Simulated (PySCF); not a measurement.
BeH₄Si, SMILES [BeH][SiH3]. Geometry optimised at B3LYP-D3(BJ)/def2-TZVP.

### Question
Give the equilibrium geometry at B3LYP-D3(BJ)/def2-TZVP (PySCF confirms it by a frequency run) as Cartesian coordinates in Å, and its point group. (An estimate is asked for; the answer gives what the named calculation found.)

### Answer
point group C3v.
```xyz
6

Be     0.0000     0.0000    -1.7037
H      0.0000     0.0000    -3.0346
Si     0.0000     0.0000     0.4804
H      1.1943     0.6895     1.0413
H      0.0000    -1.3791     1.0413
H     -1.1943     0.6895     1.0413
```
